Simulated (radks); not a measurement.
Spherical quantum dot in the effective-mass picture: electrons in a hard-walled sphere of radius 1.95, with a point charge +1 (a donor) at the centre, all in effective atomic units (hartree* = m*/eps^2 hartree, bohr* = eps/m* bohr), one dielectric constant everywhere. Method: non-relativistic Kohn-Sham, LDA (Slater exchange, Perdew-Wang correlation), spin-polarised, spherical densities; computed with a radial shooting solver with Libxc functionals. Levels are named by radial order and angular momentum (1s, 1p, 1d, 2s, ...), and open shells are averaged over m.

N = 9, configuration 1s2 1p6 1d(up 1, down 0). This is the lowest configuration that the search found. Occupied and some empty levels:

| level | occupation | eigenvalue (hartree*) | <r> (bohr*) |
|---|---|---|---|
| 1s up | 1 | 6.5104 | 1.013 |
| 1s down | 1 | 6.5469 | 1.009 |
| 1p up | 3 | 7.7584 | 1.206 |
| 1p down | 3 | 7.8046 | 1.205 |
| 1d up | 1 | 9.3197 | 1.301 |
| 1d down | 0 | 9.3693 | 1.300 |
| 2s up | 0 | 9.9550 | 0.9217 |
| 2s down | 0 | 9.9808 | 0.9241 |
| 1f up | 0 | 11.249 | 1.366 |
| 1f down | 0 | 11.300 | 1.366 |
| 2p up | 0 | 12.959 | 1.026 |
| 2p down | 0 | 12.988 | 1.026 |

Energy (hartree*): total 39.8473, kinetic 23.258, external -8.6943, Hartree 31.003, exchange-correlation -5.7192.
